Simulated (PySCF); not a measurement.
## Electron correlation in F (fluorine, neutral)

Starting occupation: [He] 2s2 2p5, 2p1/2 with m_j = -1/2, +1/2, 2p3/2 with m_j = -1/2, +1/2, +3/2. All numbers are calculated (PySCF 2.14, X2C-1e with screened-nucleus spin-orbit coupling, Gaussian nucleus, in x2c-SVPall-2c with one added diffuse shell of s type (4s2p1d, 15 functions)). Frozen: 1s2; 7 electrons correlated.

MP2 pair energies summed by pair of shells (mhartree):

```json
{"pair": "2p-2p", "energy": "-90.31", "share (%)": "64.0"}
{"pair": "2p-2s", "energy": "-43.53", "share (%)": "30.8"}
{"pair": "2s-2s", "energy": "-7.38", "share (%)": "5.2"}
```

Total MP2 correlation energy: -141.21 mhartree.

The GHF reference relaxed away from the jj start to a determinant that is no pure jj level (⟨S²⟩ = 0.75, ⟨J²⟩ = 3.75); the energies belong to that determinant.
